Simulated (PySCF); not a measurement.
C4H10BN, SMILES C[C@H]1CCB1N.

The structure is a stationary point at B3LYP-D3(BJ)/def2-SVP. The structure was generated by enumeration; whether it is a known compound was not checked. One conformer was computed; it need not be the lowest.

All values below come from PySCF with B3LYP-D3(BJ)/def2-SVP.

No scaling factor is applied to the harmonic values.

Task: Estimate the vibrational spectrum. (An estimate is asked for; the answer gives what the named calculation found.)

Result: 
| mode | ν (cm⁻¹) | IR (km/mol) | moving atoms (share of kinetic energy) |
|---|---|---|---|
| 1 | 97 | 2.1 | H 42 %, C 38 %, N 16 % |
| 2 | 160 | 1.2 | C 40 %, H 34 %, N 22 % |
| 3 | 211 | 0.1 | H 91 % |
| 4 | 290 | 2.9 | H 44 %, C 32 %, B 17 % |
| 5 | 355 | 0.3 | H 44 %, C 43 % |
| 6 | 435 | 5.0 | H 54 %, C 31 %, B 14 % |
| 7 | 527 | 144.8 | H 78 %, N 20 % |
| 8 | 577 | 5.0 | H 52 %, C 30 %, N 10 %, B 8 % |
| 9 | 618 | 8.0 | H 49 %, B 26 %, N 13 %, C 11 % |
| 10 | 703 | 4.8 | C 42 %, H 40 %, N 14 % |
| 11 | 732 | 2.9 | H 69 %, C 22 % |
| 12 | 810 | 0.9 | H 59 %, C 24 %, N 10 % |
| 13 | 860 | 1.4 | C 53 %, H 45 % |
| 14 | 887 | 6.0 | H 58 %, C 32 %, B 10 % |
| 15 | 926 | 0.6 | C 58 %, H 39 % |
| 16 | 952 | 0.5 | H 94 % |
| 17 | 991 | 10.3 | H 67 %, C 21 %, B 10 % |
| 18 | 1094 | 29.0 | H 38 %, B 29 %, C 26 % |
| 19 | 1102 | 3.9 | H 54 %, C 45 % |
| 20 | 1139 | 13.5 | H 52 %, C 38 %, B 9 % |
| 21 | 1156 | 3.5 | H 47 %, C 46 % |
| 22 | 1202 | 2.4 | H 67 %, C 31 % |
| 23 | 1227 | 3.4 | H 85 %, C 14 % |
| 24 | 1264 | 18.0 | H 67 %, C 27 % |
| 25 | 1338 | 10.5 | H 49 %, C 40 %, B 9 % |
| 26 | 1394 | 2.1 | H 76 %, C 24 % |
| 27 | 1405 | 12.8 | H 81 %, B 10 % |
| 28 | 1442 | 44.3 | H 67 %, B 24 % |
| 29 | 1468 | 4.4 | H 94 % |
| 30 | 1474 | 4.8 | H 96 % |
| 31 | 1478 | 28.0 | H 74 %, B 16 %, C 10 % |
| 32 | 1605 | 186.5 | H 57 %, N 24 %, B 18 % |
| 33 | 3006 | 44.9 | H 97 % |
| 34 | 3015 | 11.6 | H 93 % |
| 35 | 3024 | 53.6 | H 95 % |
| 36 | 3044 | 15.9 | H 94 % |
| 37 | 3076 | 27.9 | H 91 %, C 9 % |
| 38 | 3078 | 28.8 | H 90 %, C 10 % |
| 39 | 3085 | 37.0 | H 91 %, C 9 % |
| 40 | 3101 | 39.0 | H 90 %, C 10 % |
| 41 | 3579 | 21.8 | H 96 % |
| 42 | 3675 | 22.5 | H 91 %, N 9 % |
